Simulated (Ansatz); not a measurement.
AlH3Se (`[AlH2][SeH]`), relaxed with RKS PBE0-D4/def2-TZVP in Ansatz 0.2.0 from a PBE-D4/def2-SVP geometry. The force threshold is 0.005 eV/Å; the program also tests the step.

The species carries charge 0 and has multiplicity 1.

Start:

```xyz
5

Al   -0.231   -0.094   -0.664
Se   -0.431    0.134    1.646
H    -1.592   -0.319   -1.464
H     1.217   -0.017   -1.333
H     1.037    0.296    1.815
```

```
step  energy (eV)  largest force (eV/Å)  largest move (Å)
   1  -71985.4648                 0.366             0.000
   2  -71985.4727                 0.056             0.018
   3  -71985.4728                 0.007             0.003
   4  -71985.4728                 0.003             0.002
```

End:

```xyz
5

Al   -0.230   -0.093   -0.658
Se   -0.424    0.132    1.637
H    -1.575   -0.315   -1.456
H     1.202   -0.018   -1.322
H     1.027    0.295    1.800
```

It took 8 s on 2 threads of a server CPU on a shared host, with 0.18 GiB of host memory at the peak.
